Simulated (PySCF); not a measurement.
**Levels along the 3-electron series**

One electron added to the closed shell 1s2: EOM-EA-CCSD calculated with PySCF 2.14, two-component X2C-1e with screened spin-orbit coupling, each ion in its own even-tempered basis, nothing frozen, the virtual space cut to natural spinors and corrected at second order; no Breit or QED terms. Binding energy of 2s1/2 and energies of the other levels above it, in eV.

| ion | 2s1/2 binding | 2p1/2 − 2s1/2 | 2p3/2 − 2s1/2 | NIST ionisation energy |
| --- | --- | --- | --- | --- |
| Er(65+) | 16293.5 | 160.22 | 1209.2 | 16274.56 ± 0.12 (t) |
| Tm(66+) | 16834.4 | 163.78 | 1283.2 | 16814.34 ± 0.14 (t) |
| Yb(67+) | 17386.6 | 167.51 | 1361.2 | 17365.44 ± 0.15 (t) |
| Lu(68+) | 17950.3 | 171.22 | 1443.2 | 17928.05 ± 0.16 (t) |
| Hf(69+) | 18525.7 | 174.95 | 1529.4 | 18502.32 ± 0.17 (t) |
| Ta(70+) | 19113.2 | 178.90 | 1620.2 | 19088.51 ± 0.19 (t) |
| W(71+) | 19712.7 | 182.77 | 1715.4 | 19686.74 ± 0.2 (t) |
| Re(72+) | 20324.5 | 186.71 | 1815.5 | 20297.4 ± 0.21 (t) |
| Os(73+) | 20949.0 | 190.68 | 1920.6 | 20920.6 ± 0.22 (t) |
| Ir(74+) | 21586.5 | 194.87 | 2031.1 | 21556.6 ± 0.24 (t) |

Each ion has its own basis, which adds noise of up to about 0.1 % of the binding energies along the series.

The 2p interval goes from 1049 to 1836 eV, as Z to the power 4.50; a hydrogen-like ion gives 4, and the power is higher where the screened charge Z − σ still grows faster than Z or where Zα is large.

NIST values marked (s) are semi-empirical, (t) theoretical.
